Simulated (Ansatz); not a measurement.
Gas-phase electronic energies from Ansatz, PBE0-D4/def2-TZVP geometries. CCSD(T)/CBS is the MP2 limit (def2-TZVPP, def2-QZVPP) plus CCSD(T) − MP2 in def2-TZVPP, frozen cores. This one scheme is used for every species, atoms too. Functionals use def2-TZVPP. No spin–orbit coupling; open shells (•) take unrestricted orbitals. Spin–orbit coupling would lower the free atoms: a little for Cl; strongly for Sn. Elements past krypton have def2 core potentials. For Sn outer-core shells are correlated without core-valence functions, so the limit isn't a true one: a few kJ/mol of doubt a bond, and 10 to 20 or more in all where bonds break to atoms. Each species was taken in one conformer, which may not be the lowest.

`[NH2][Sn]([NH2])([NH2])[Cl]` → Cl• + 6 H• + 3 N• + Sn•  (atomization)

`[NH2][Sn]([NH2])([NH2])[Cl]`:

Cartesian coordinates in Å:
```
N -1.367 1.299 0.437
Sn 0.194 0.143 -0.064
N 0.688 -1.009 1.501
N -0.322 -1.029 -1.608
Cl 2.024 1.495 -0.668
H -2.074 1.317 -0.288
H -1.112 2.253 0.654
H 0.273 -0.678 2.363
H 1.687 -1.094 1.643
H -0.026 -1.988 -1.472
H 0.037 -0.709 -2.498
```

CCSD(T)/CBS gives +36.33 eV.

Q: Another level gave +36.28 eV. Which?
A. r2SCAN0/def2-TZVPP
B. B97M-V/def2-TZVPP
C. HF/def2-TZVPP
D. BLYP-D4/def2-TZVPP

A: D. BLYP-D4 36.28, B97M-V 36.17, HF/def2-TZVPP 22.79, r2SCAN0 34.79 eV.

Largest T1 diagnostic among the species: 0.012.

The D4 term adds +0.43 eV with B3LYP and +0.23 eV with PBE0; it sums over pairs of atoms, weighted by their polarisabilities, and B3LYP, whose exchange is more repulsive, gets the larger term. From BLYP to BHLYP (50 % exact exchange), in def2-TZVPP and without D4, ΔE moves by −1.48 eV: exact exchange takes away binding that semilocal exchange gives to molecules. At CCSD(T), def2-SVP lies −3.99 eV from the extrapolated value and def2-TZVPP −1.53 eV: correlation converges slowly with the basis, and small sets miss more of it in the bonded molecule than in its fragments.

B3LYP here is the variant with VWN-RPA as its local correlation; programs differ in this.

For atomizations the MP2-based limit and the directly extrapolated one differ by several kJ/mol either way, and by 10 to 25 for some Ge, Se and Sn compounds, so smaller differences from it don't rank the levels.
